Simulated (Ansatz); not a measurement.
Reactions of H12MgN2Si4 (`[SiH3][N]([SiH3])[Mg][N]([SiH3])[SiH3]`).

Program: Ansatz. Geometries: PBE0-D4/def2-TZVP. ΔE: electronic, gas phase. CCSD(T)/CBS is the MP2 limit (def2-TZVPP, def2-QZVPP) plus CCSD(T) − MP2 in def2-TZVPP, frozen cores. This one scheme is used for every species, atoms too. Functionals use def2-TZVPP. B3LYP here is the variant with VWN-RPA as its local correlation; programs differ in this. Open shells (•) are unrestricted, without spin–orbit coupling. Spin–orbit coupling would lower the free atoms: a little for Si. Bonds to Ga, Mg are less sure, by a few kJ/mol each and by 10 to 20 or more in all where they break to atoms, as the def2 sets lack core-valence functions. Scalar relativity is left out up to krypton. One conformer a species, not always the lowest.

| reaction | CCSD(T)/CBS(def2) (eV) |
| --- | --- |
| `[SiH3][N]([SiH3])[Mg][N]([SiH3])[SiH3]` + `[Cl][GaH2]` → `[SiH3][N]([SiH3])[Mg][Cl]` + `[SiH3][N]([SiH3])[GaH2]` | -0.34 |
| `[SiH3][N]([SiH3])[Mg][N]([SiH3])[SiH3]` + `O[SiH3]` → `[SiH3][O][Mg][N]([SiH3])[SiH3]` + `[SiH3]N[SiH3]` | -0.56 |
| `[SiH3][N]([SiH3])[Mg][N]([SiH3])[SiH3]` + `[SiH]S` → `[MgH][N]([SiH3])[SiH3]` + `[SiH3]N([SiH3])[Si]S` | ? |
| `[SiH3][N]([SiH3])[Mg][N]([SiH3])[SiH3]` + `[MgH][O][SiH3]` → `[SiH3][O][Mg][N]([SiH3])[SiH3]` + `[MgH][N]([SiH3])[SiH3]` | 0.06 |
| `[SiH3][N]([SiH3])[Mg][N]([SiH3])[SiH3]` → 12 H• + Mg (atom) + 2 N• + 4 Si• | ? |
| `[SiH3][N]([SiH3])[Mg][N]([SiH3])[SiH3]` + H₂ → `[MgH][N]([SiH3])[SiH3]` + `[SiH3]N[SiH3]` | 0.91 |
| `[SiH3][N]([SiH3])[Mg][N]([SiH3])[SiH3]` + HCl → `[SiH3][N]([SiH3])[Mg][Cl]` + `[SiH3]N[SiH3]` | -0.96 |
| `[SiH3][N]([SiH3])[Mg][N]([SiH3])[SiH3]` + `N[SiH]` → `[NH2][Mg][N]([SiH3])[SiH3]` + `[SiH]N([SiH3])[SiH3]` | ? |
| `[SiH3][N]([SiH3])[Mg][N]([SiH3])[SiH3]` + NH₃ → `[NH2][Mg][N]([SiH3])[SiH3]` + `[SiH3]N[SiH3]` | 0.51 |
| `[SiH3][N]([SiH3])[Mg][N]([SiH3])[SiH3]` + H₂O → `[OH][Mg][N]([SiH3])[SiH3]` + `[SiH3]N[SiH3]` | -0.12 |

Q: Fill in the missing values. (An estimate is asked.)

A: The calculation gave: `[SiH3][N]([SiH3])[Mg][N]([SiH3])[SiH3]` + `[SiH]S` → `[MgH][N]([SiH3])[SiH3]` + `[SiH3]N([SiH3])[Si]S`: +0.17 eV; `[SiH3][N]([SiH3])[Mg][N]([SiH3])[SiH3]` → 12 H• + Mg (atom) + 2 N• + 4 Si•: +61.42 eV; `[SiH3][N]([SiH3])[Mg][N]([SiH3])[SiH3]` + `N[SiH]` → `[NH2][Mg][N]([SiH3])[SiH3]` + `[SiH]N([SiH3])[SiH3]`: +0.52 eV.

Largest T1 diagnostic: 0.016, for `[SiH]S`.
